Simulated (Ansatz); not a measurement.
Two members of one family (Series NiX2), computed with Ansatz in the gas phase. The two geometries come from different levels. HOMO and LUMO are taken over both spins. A negative gap means that an occupied level lies above an empty one. Binding counts from free atoms in the multiplicity of their measured ground term, without zero-point energy. Singlets are spin-restricted. The spins of the ions were chosen, not always searched. Names give formal oxidation states. A dash marks a value that wasn't run or was left out as unsound. The structures are stationary points that may keep the symmetry of their start. Remarks come from the PBE and PBE0 runs and from stability tests at other levels; not every state was tested. A HOMO above zero means that the electron is unbound at that level and held by the basis, or that self-interaction error raises the level; the energy of removing that electron tells which. HOMO above LUMO (over both spins in singlets and doublets, within one spin in higher multiplets; at PBE or PBE0), or a gap under 0.15 eV within one spin, warns that the state may not be the lowest or that an electron is smeared out.

First: NiF2 (triplet, charge 0, PBE-D4/def2-TZVP geometry; reduced ion doublet).

```tsv
atom	x (Å)	y (Å)	z (Å)
Ni1	0.000	0.000	0.000
F2	1.604	-0.524	-0.284
F3	-1.604	0.524	0.284
```

| level | HOMO (eV) | LUMO (eV) | gap (eV) | vertical EA (eV) | binding per atom (eV) |
| --- | --- | --- | --- | --- | --- |
| PBE-D4/def2-TZVPD | -7.35 | -6.54 | 0.81 | 2.28 | 3.27 |
| r2SCAN-D4/def2-TZVP | -7.92 | -5.99 | 1.93 | – | 3.21 |
| r2SCAN-D4/def2-TZVPD | -7.94 | -6.01 | 1.93 | 2.07 | 3.23 |
| PBE0-D4/def2-TZVPD | -9.75 | -4.37 | 5.38 | 2.11 | 3.01 |
| LC-ωPBE/def2-TZVP | -12.57 | -2.31 | 10.26 | – | 3.08 |

Metal–donor distances: 2 × F 1.71 Å. Remarks: HOMO above LUMO (singlet), restricted SCF unstable (singlet), HOMO above zero (-1 doublet).

Second: Ni(NH2)2 (triplet, charge 0, r2SCAN-D4/def2-TZVP geometry; reduced ion doublet).

Cartesian coordinates in Å:
```
Ni 0.000 0.001 0.000
N 0.816 -0.205 -1.575
H 0.468 -0.751 -2.351
H 1.702 0.204 -1.839
N -0.815 0.205 1.575
H -1.700 -0.207 1.838
H -0.470 0.753 2.352
```

**Question.** Estimate the same table for the second.

**Answer.** 
| level | HOMO (eV) | LUMO (eV) | gap (eV) | vertical EA (eV) | binding per atom (eV) |
| --- | --- | --- | --- | --- | --- |
| PBE-D4/def2-TZVPD | -4.63 | -4.69 | -0.07 | 1.39 | 3.27 |
| r2SCAN-D4/def2-TZVP | -4.96 | -4.11 | 0.85 | – | 3.17 |
| r2SCAN-D4/def2-TZVPD | -5.12 | -4.23 | 0.89 | 1.05 | 3.18 |
| PBE0-D4/def2-TZVPD | -6.34 | -2.67 | 3.68 | 1.03 | 3.12 |
| LC-ωPBE/def2-TZVP | -8.85 | -0.33 | 8.52 | – | 3.11 |

Metal–donor distances: 2 × N 1.79 Å. Remarks: near-degenerate levels, lower spin may lie lower, restricted SCF unstable at other levels (singlet), restricted SCF unstable (singlet), HOMO above zero (-1 doublet).
